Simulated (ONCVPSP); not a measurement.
What one change does to a pseudopotential (Sn (Z = 50), ONCV)

Sn (Z = 50), optimised norm-conserving Vanderbilt (ONCV), made with ONCVPSP 4.0.1 (PBE, scalar-relativistic). Core [Ar] 3d10 4s2, reference 4p6 4d10 5s2 (charge +2). Waves: 5s: rc 2.00 bohr, ncon 4, nbas 9, qcut 3.3 1/bohr, 2 projectors, debl 1.1 Ha; 4p: rc 1.00 bohr, ncon 4, nbas 8, qcut 8.6 1/bohr, 2 projectors, debl 2.6 Ha; 4d: rc 1.40 bohr, ncon 5, nbas 9, qcut 11.8 1/bohr, 2 projectors, debl 0.5 Ha; f scattering state at 0.1 Ha: rc 1.65 bohr, ncon 4, nbas 7, qcut 6.9 1/bohr, 2 projectors, debl 3.6 Ha. Local part: polynomial inside 0.75 bohr (lpopt 5, dvloc0 0 Ha). Core correction: Teter function, fcfact 6, rcfact 1.2.

In the p channel the program set the typed energies aside and used -3.938, 0.250 Ha. In the d channel the program set the typed energies aside and used -1.588, 0.250 Ha.

All-electron outer shells of the reference configuration (PBE, scalar-relativistic, ld1.x):

```
shell  level (eV)  outermost node (bohr)  outermost maximum (bohr)
   4s     -151.39                   0.40                      0.74
   4p     -107.15                   0.41                      0.79
   4d      -43.21                   0.39                      0.88
   5s      -26.09                   0.98                      1.94
```

Change: non-relativistic; d: rc 1, qcut 16.5. In the p channel the program set the typed energies aside and used -3.854, 0.250 Ha. In the d channel the program set the typed energies aside and used -1.636, 0.250 Ha.

Cutoffs: the cutoffs (Ha) at which the residual kinetic energy of the hardest occupied pseudo-wave falls to 1 and 0.1 mHa per electron; they do not see the model core or the augmentation charge, which bear on the density cutoff. Errors are all-electron minus pseudo energies relative to the spin-unpolarised reference configuration.

What does the change do?

The potential gets neither clearly harder nor softer (128 Ha and 205 Ha → 132 Ha and 204 Ha); both files keep a bound ghost (s); the lowest positive-energy flag moves from s at 25.7 eV to s at 7.4 eV; the number of tests with a reliable result goes from 4 to 3; of the 3 tests that both files solve, the error grows in 0 and shrinks in 3 by more than 15 % and 0.3 meV (median size 5.5 → 1.3 meV).

| quantity | base | changed |
| --- | --- | --- |
| cutoff, loose | 128 Ha | 132 Ha |
| cutoff, tight | 205 Ha | 204 Ha |
| loose cutoff by channel | s 8.7 Ha, p 128 Ha, d 44 Ha | s 5.9 Ha, p 132 Ha, d 53 Ha |
| bound ghosts | s | s |
| GHOST(+) flags under 300 eV | s at 25.7 eV | s at 7.4 eV |
| tests with a reliable result | 4 of 4 | 3 of 4 |
| error for 4p6 4d10 5s2 5p2, meV [ΔE -20.83 → -20.89 eV] | +5.5 | +1.3 |
| error for 4p6 4d10 5s2 5p1, meV [ΔE -13.95 eV] | +3.6 | +0.7 |
| error for 4p6 4d10 5s1, meV [ΔE 30.97 → 29.76 eV] | -10.0 | -1.4 |
| s: phases at 2.03 bohr within 0.05 rad from the reference energy up to (Ha; the scan ends near 5) | 0.9 | 4.5 |
| p: phases at 1.01 bohr within 0.05 rad from the reference energy up to (Ha; the scan ends near 5) | to the end of the scan | to the end of the scan |
| f: phases at 1.68 bohr within 0.05 rad from the reference energy up to (Ha; the scan ends near 5) | 4.7 | 4.9 |
| rms error of d²Exc/dni dnj with the model core, mHa | 1.71 | 1.78 |

 A true bound ghost makes a file unfit for plane-wave use even where its test errors are small: the radial tests pick states by their node count and pass the ghost by.
